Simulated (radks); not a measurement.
Task: The molybdenum ion Mo+, [Kr] 4d5. All-electron calculation, non-relativistic Kohn-Sham, PBE, spin-polarised, spherical densities, point nucleus. Program: a radial shooting solver on a logarithmic mesh with Libxc functionals. Every spin shell is full or empty, so the densities are truly spherical. Functionals are evaluated on that one density, not self-consistently. Rank these orbital-free kinetic functionals by their error against the exact value of the orbitals, and give that value: Thomas-Fermi, von Weizsacker, TF + vW, APBEK, revAPBEK, Pearson, LKT, PG1.

Result: Exact: 3975.02 hartree. From best to worst, with 100 (|E| - |E exact|)/|E exact| (equal figures are ties): APBEK +0.14, revAPBEK +0.34, Pearson -0.97, Thomas-Fermi -5.57, PG1 +16.19, LKT +20.55, TF + vW +38.47, von Weizsacker -55.95.
